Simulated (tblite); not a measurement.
C₈H₉O (doublet state).
Z-matrix (Å and degrees, GFN2-xTB geometry), rows numbered from 1:
```
C 
C   1  1.3760
C   2  1.4259  1  121.70
C   3  1.3647  2  121.39  1  -179.79
C   4  1.4051  3  120.90  2    -0.00
O   5  1.3603  4  115.69  3   179.92
C   6  1.4059  5  118.88  4  -179.90
C   5  1.3985  4  119.06  3    -0.06
C   8  1.3716  5  120.28  4     0.02
H   1  1.0748  2  121.20  3     0.06
H   1  1.0749  2  121.33  3   179.97
H   3  1.0798  2  118.47  1     0.17
H   4  1.0790  3  121.31  2   180.00
H   7  1.0891  6  105.74  5  -179.72
H   7  1.0949  6  111.57  5    61.60
H   7  1.0948  6  111.57  5   -61.02
H   8  1.0795  5  120.65  4  -179.97
H   9  1.0802  2  118.44  1    -0.23
```

The geometry is computed with GFN2-xTB (gas phase). This method treats the open shell by occupation alone, without spin polarisation.

Take the most abundant isotopes and a rigid rotor. The values belong to one conformer with, in the numbering `[CH2:1][c:2]1[cH:3][cH:4][c:5]([O:6][CH3:7])[cH:8][cH:9]1`, H–C1–C2–C3 0° and 180°, C4–C5–O6–C7 180°.

(1) Give the principal moments of inertia and the rotational constants in MHz.

(2) Classify the top.

(3) Is it planar, by Δ = Ic − Ia − Ib?

(4) Give the coordinates in the principal-axis frame, origin at the centre of mass.

(5) Where do the levels up to J = 4 lie, in MHz?

Results:

(1) Ia = 103.92, Ib = 489.39, Ic = 590.10 u·Å²; 505379 MHz·u·Å²/I gives A = 4863, B = 1033, C = 856.4 MHz.

(2) A near-prolate asymmetric top. Ray's parameter κ = (2B − A − C)/(A − C) = -0.912; −1 is the prolate and +1 the oblate limit.

(3) Not planar: Δ = Ic − Ia − Ib = -3.22 u·Å². For a rigid frame Δ = −2 Σ m c², so Σ m c² = 1.61 u·Å² lies off the ab plane, practically all of it from hydrogen. The atom farthest from that plane is 0.90 Å away.

(4) The sense of each axis is arbitrary; atoms in the order of the calculation.
```csv
atom,mass (u),a (Å),b (Å),c (Å)
C1,12.000,-3.269,-0.285,-0.004
C2,12.000,-1.903,-0.113,0.001
C3,12.000,-1.311,1.184,0.001
C4,12.000,0.044,1.346,0.001
C5,12.000,0.904,0.235,0.001
O6,15.995,2.234,0.518,0.000
C7,12.000,3.155,-0.544,-0.003
C8,12.000,0.353,-1.051,0.002
C9,12.000,-1.009,-1.219,0.003
H10,1.008,-3.936,0.558,-0.008
H11,1.008,-3.709,-1.265,-0.005
H12,1.008,-1.960,2.046,0.001
H13,1.008,0.491,2.328,0.001
H14,1.008,4.141,-0.081,0.001
H15,1.008,3.051,-1.165,-0.899
H16,1.008,3.047,-1.172,0.887
H17,1.008,0.989,-1.923,0.002
H18,1.008,-1.423,-2.217,0.004
```

(5) Above 0(0,0):
J = 1: 1(0,1) 1889, 1(1,1) 5720, 1(1,0) 5896
J = 2: 2(0,2) 5661, 2(1,2) 9322, 2(1,1) 9850, 2(2,1) 21342, 2(2,0) 21348
J = 3: 3(0,3) 11305, 3(1,3) 14721, 3(1,2) 15778, 3(2,2) 27009, 3(2,1) 27039, 3(3,1) 46606, 3(3,0) 46606
J = 4: 4(0,4) 18802, 4(1,4) 21913, 4(1,3) 23675, 4(2,3) 34561, 4(2,2) 34649, 4(3,2) 54173, 4(3,1) 54174, 4(4,1) 81593, 4(4,0) 81593
Those of J = 1 are B + C, A + C and A + B.

For this open shell read J as N, the rotation without spin; fine and hyperfine splittings come on top. Its GFN2-xTB frequencies are all real (lowest 80 cm⁻¹). Constants of a rigid frame at the computed geometry: no zero-point averaging, no centrifugal distortion.

On an Arm Neoverse V1 with one thread, shared host with 64 logical CPUs at a one-minute load of 17, this took 0.59 s wall. These figures are those of the optimisation.
